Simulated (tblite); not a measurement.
Compound: C9H14F (charge +1).
Atom-mapped SMILES: `[CH2:1]=[CH:2][C@@H:3]1[CH2:4][CH2:5][C+:6]([CH3:7])[CH2:8][C@H:9]1[F:10]` (hydrogens: H11, H12 on C1; H13 on C2; H14 on C3; H15, H16 on C4; H17, H18 on C5; H19, H20, H21 on C7; H22, H23 on C8; H24 on C9)

Cartesian coordinates in Å at the GFN2-xTB level; atoms count from 1:
```xyz
24
C9H14F angstrom
C     -3.573    0.300   -0.353
C     -2.480   -0.427   -0.239
C     -1.090    0.156   -0.199
C     -0.240   -0.422   -1.345
C      1.217   -0.006   -1.189
C      1.742   -0.238    0.146
C      2.976    0.366    0.601
C      0.878   -0.952    1.068
C     -0.435   -0.099    1.165
F     -0.081    1.088    1.754
H     -4.549   -0.150   -0.379
H     -3.542    1.375   -0.424
H     -2.532   -1.505   -0.169
H     -1.157    1.242   -0.322
H     -0.631   -0.066   -2.297
H     -0.332   -1.510   -1.346
H      1.841   -0.560   -1.905
H      1.380    1.043   -1.469
H      3.575    0.798   -0.197
H      3.567   -0.323    1.208
H      2.700    1.168    1.302
H      0.564   -1.918    0.669
H      1.309   -1.078    2.062
H     -1.117   -0.594    1.865
```

Method: GFN2-xTB as coded in tblite; computed harmonic values from a numerical Hessian at the method's own geometry, unscaled. Errors from tens to a few hundred cm⁻¹ against measured bands are possible. One conformer, not necessarily the lowest.

Harmonic wavenumbers (cm⁻¹): 33.0, 54.1, 81.9, 170.1, 199.0, 247.1, 295.7, 317.8, 346.3, 392.8, 409.8, 456.3, 521.9, 526.2, 600.7, 646.3, 736.1, 811.1, 838.7, 893.3, 904.6, 915.3, 936.1, 940.5, 957.8, 991.1, 1021.9, 1036.1, 1051.1, 1064.2, 1099.3, 1114.5, 1134.7, 1157.0, 1169.6, 1227.4, 1230.7, 1247.4, 1260.8, 1291.5, 1292.9, 1310.3, 1313.1, 1319.4, 1342.1, 1359.0, 1388.9, 1401.8, 1428.8, 1455.8, 1481.7, 1712.8, 2878.2, 2888.8, 2926.6, 2930.2, 2957.7, 2966.9, 2980.7, 2993.4, 3022.9, 3031.4, 3057.1, 3065.8, 3113.5, 3148.9.

A = 2465, B = 913.1, C = 767.5 MHz; mass 141.108 u (most abundant isotopes); point group C1, symmetry number 1.

**Question.** Zero-point energy?

**Answer.** ½Σν̃ = 44549 cm⁻¹ = 532.93 kJ/mol.

**Question.** Give the ideal-gas entropy at 200 K and 1 bar in the rigid-rotor, harmonic-oscillator model (classical rotation).

**Answer.** Translation 162.28, rotation 118.91, vibration 85.69: S = 366.9 J/(mol K).

**Question.** And Cp and H(200 K) − H(0)?

**Answer.** Cp = 125.54 J/(mol K), of which vibrations give 92.28 (their classical limit is 66 R = 548.8); H(200 K) − H(0) = 15.69 kJ/mol without the zero-point energy, 9.04 from vibrations.

**Question.** Blend soft modes into free rotors: weight 1/[1 + (100 cm⁻¹/ν̃)⁴] for the oscillator and the rest for a rotor with moment μB/(μ + B), μ = h/(8π²ν), B = 10⁻⁴⁴ kg m². What vibrational entropy results?

**Answer.** 76.41 J/(mol K) in place of 85.69, which changes −T·S at 200 K by +1.86 kJ/mol.

**Question.** Which modes carry the vibrational entropy at 200 K?

**Answer.** 33.0 cm⁻¹: 20.29; 54.1 cm⁻¹: 16.21; 81.9 cm⁻¹: 12.83; 170.1 cm⁻¹: 7.14; 199.0 cm⁻¹: 6.01; 247.1 cm⁻¹: 4.55 J/(mol K); the other 60 give 18.67 together.

**Question.** What must be added to the electronic energy to get the Gibbs energy at 200 K and 1 bar?

**Answer.** ZPE + [H(200 K) − H(0)] − T·S = 532.93 + 15.69 − 73.38 = 475.24 kJ/mol.

**Question.** How do the functions run with temperature in this model?

**Answer.** 
```json
{"T (K)": "150", "S (J/(mol K))": "334.5", "Cp (J/(mol K))": "101.3", "H − H(0) (kJ/mol)": "10.03", "G − H(0) (kJ/mol)": "-40.14", "ln q(vib)": "3.52"}
{"T (K)": "250", "S (J/(mol K))": "397.7", "Cp (J/(mol K))": "152.1", "H − H(0) (kJ/mol)": "22.62", "G − H(0) (kJ/mol)": "-76.80", "ln q(vib)": "6.24"}
{"T (K)": "298.15", "S (J/(mol K))": "426.8", "Cp (J/(mol K))": "179.4", "H − H(0) (kJ/mol)": "30.60", "G − H(0) (kJ/mol)": "-96.66", "ln q(vib)": "7.57"}
{"T (K)": "400", "S (J/(mol K))": "487.7", "Cp (J/(mol K))": "236.7", "H − H(0) (kJ/mol)": "51.83", "G − H(0) (kJ/mol)": "-143.23", "ln q(vib)": "10.47"}
{"T (K)": "600", "S (J/(mol K))": "601.7", "Cp (J/(mol K))": "326.1", "H − H(0) (kJ/mol)": "108.69", "G − H(0) (kJ/mol)": "-252.33", "ln q(vib)": "16.37"}
{"T (K)": "900", "S (J/(mol K))": "751.4", "Cp (J/(mol K))": "410.5", "H − H(0) (kJ/mol)": "220.28", "G − H(0) (kJ/mol)": "-455.95", "ln q(vib)": "25.10"}
```

q(vib) and H(0) count from the zero-point level.

Hindered rotation and anharmonicity are outside this model. Other conformers, if any are populated, would add a mixing term that is left out. The structure is chiral; the term R ln 2 for an equal mix with its mirror image is left out.
